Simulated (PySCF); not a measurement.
Cards and structures have been mixed up. Pair them.

Structures:
1. `CCC[SiH]1OCCO1`
2. `N[SiH2]O`
3. `Cc1cnsc1`

Card P (geometry PBE0-D3(BJ)/def2-SVP):
* Rotational constants A, B, C: 7.360, 2.514, 1.896 GHz
* Static isotropic polarisability (CAM-B3LYP/def2-SVPD): 69.6 au
* HOMO energy (CAM-B3LYP/def2-SVPD): -8.48 eV
* Isotropic shieldings of nuclei other than C and H, by class (GIAO CAM-B3LYP/pcSseg-2): -103 (1 N), 49 (1 S) ppm
* Dipole moment (CAM-B3LYP/def2-SVPD): 2.92 D

Card Q (geometry PBE0-D3(BJ)/def2-SVP):
* Rotational constants A, B, C: 21.686, 6.850, 5.741 GHz
* Static isotropic polarisability (CAM-B3LYP/def2-SVPD): 40.3 au
* Core binding energies (ΔSCF SCAN, pcX-2 on the ionised atom, pcseg-1 elsewhere, spin-free X2C, 2p3/2 from a spin–orbit splitting computed afterwards within the 2p shell): Si2p3/2 107.4, N1s 404.9, O1s 538.4, Si1s 1847.5 eV
* Lowest singlet excitation (TDDFT CAM-B3LYP/def2-SVPD): 6.68 eV (186 nm, f = 0.046)
* Isotropic shieldings of nuclei other than C and H, by class (GIAO CAM-B3LYP/pcSseg-2): 228 (1 N), 267 (1 O), 365 (1 Si) ppm
* HOMO energy (CAM-B3LYP/def2-SVPD): -9.15 eV

Card R (geometry PBE0-D3(BJ)/def2-SVP):
* Rotational constants A, B, C: 3.533, 1.078, 0.915 GHz
* Static isotropic polarisability (CAM-B3LYP/def2-SVPD): 88.5 au
* HOMO energy (CAM-B3LYP/def2-SVPD): -9.19 eV
* Isotropic shieldings of nuclei other than C and H, by class (GIAO B97-2/pcSseg-1): 285 (2 O), 338 (1 Si) ppm
* Vertical ionisation energy (ΔSCF CAM-B3LYP/def2-SVPD): 9.91 eV
* Strongest line among the 10 lowest singlet transitions (TDDFT CAM-B3LYP/def2-SVPD): S8 at 8.51 eV (146 nm, f = 0.103)

Each SMILES stands for a single optimised conformer of the isolated species, non-relativistic unless stated. Electronic properties by PySCF. NMR classes are plain means over equivalent atoms (diastereotopic ones count apart unless rotation or inversion swaps them), as if these changed places fast.

Q: Which card belongs to which structure?

A: P = 3, Q = 2, R = 1. What ties each card to its structure:
- 1 (card R), C5H12O2Si, monoisotopic mass 132.1 u, 8 heavy atoms: an asymmetric top with C = 0.915 GHz, the lowest such constant on the cards; polarisability 88.5 au for 72 electrons, the largest shown.
- 2 (card Q), H5NOSi, monoisotopic mass 63.0 u, 3 heavy atoms: core lines of N, O and Si; an asymmetric top with C = 5.741 GHz, the highest such constant on the cards; polarisability 40.3 au for 34 electrons, the smallest shown.
- 3 (card P), C4H5NS, monoisotopic mass 99.0 u, 6 heavy atoms: an asymmetric top with C = 1.896 GHz; polarisability 69.6 au for 52 electrons; dipole 2.92 D.
